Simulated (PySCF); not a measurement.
**Cost of excited-state runs on SMILES O=COC1=C(F)CC=C1, C6H5FO2**

Cartesian coordinates in Å; atom numbers follow the order of the lines, from 1:
```xyz
14

O     2.5815    0.7759   -0.9041
C     2.6858    0.1397    0.0973
O     1.7047   -0.4396    0.7876
C     0.4004   -0.2436    0.3738
C    -0.2374    0.9068    0.0915
F     0.2392    2.1516    0.1608
C    -1.6521    0.6364   -0.2911
C    -1.7224   -0.8505   -0.1835
C    -0.5352   -1.3391    0.1972
H     3.6368   -0.0882    0.6067
H    -1.8693    0.9871   -1.3021
H    -2.3532    1.1367    0.3797
H    -2.6141   -1.4087   -0.3960
H    -0.2652   -2.3649    0.3600
```

PySCF with density fitting, on 1 thread of an Arm Neoverse V2, shared host. Command: `OMP_NUM_THREADS=1 python excited_run.py task.json out`

Task: How long does each of these runs take, and how much memory?
- magnetisability and related constants, B97-D/6-31++G**; usual settings
- magnetisability and related constants, CAM-B3LYP/pcSseg-1; writes grids

Result: 
```
                                  run               level  basis functions  wall time  peak memory (GiB)
magnetisability and related constants     B97-D/6-31++G**              192       41 s               0.65
magnetisability and related constants  CAM-B3LYP/pcSseg-1              178       39 s               0.85
```
Times from a shared host are rough.
